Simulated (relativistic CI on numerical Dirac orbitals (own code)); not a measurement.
Judd-Ofelt analysis for Pm³⁺

Calculated at this level of theory: Dirac-Coulomb-Breit CI, KLI orbitals optimised for each configuration, a model potential for QED, valence Slater integrals scaled by 0.8 (own radial code, finite nucleus).

Configuration 4f4 alone, in intermediate coupling. Take Ω₂ = 2.22, Ω₄ = 4.2, Ω₆ = 2.02 (10⁻²⁰ cm²) and refractive index n = 1.6 as given. A_ED = 64π⁴e²ν³ n(n² + 2)²/[27h(2J + 1)] Σ Ω_λ |U^λ|², in Gaussian units with ν in cm⁻¹, and A_MD is n³ times the free-ion magnetic-dipole rate; a dash marks a rate that is forbidden or under 2 % of the level's free-ion decay.

Emitting level 5F_1 at 12960 cm⁻¹ (radiative decay alone: multiphonon quenching in a host is left out, and the level can lie too high or too low):

```tsv
To	ν (cm⁻¹)	U² squared	U⁴ squared	U⁶ squared	Free-ion A(M1) (s⁻¹)
5I_4	12960	0.0000	0.1399	0.0000	-
5I_5	11494	0.0000	0.1524	0.1525	-
5I_6	9904	0.0000	0.0000	0.2960	-
5I_7	8240	0.0000	0.0000	0.0684	-
5I_8	6537	0.0000	0.0000	0.0000	-
```

(1) Give the rates, branching ratios and the radiative lifetime.

## Answers

(1) The rates are:

| To | λ (nm) | A_ED (s⁻¹) | A_MD (s⁻¹) | β (%) |
| --- | --- | --- | --- | --- |
| 5I_4 | 772 | 1140 | 0 | 37.9 |
| 5I_5 | 870 | 1280 | 0 | 42.6 |
| 5I_6 | 1010 | 518 | 0 | 17.2 |
| 5I_7 | 1214 | 69 | 0 | 2.3 |
| 5I_8 | 1530 | 0 | 0 | 0.0 |

τ_rad = 3.32e-04 s. Computed level positions enter as ν³, so measured ones would change the rates. For the strongest line (870 nm) and an assumed effective width Δλ = 23 nm (300 cm⁻¹), the Füchtbauer-Ladenburg formula σ = λ⁴A/(8πcn²Δλ) gives a peak emission cross-section of 1.7 × 10⁻²⁰ cm².
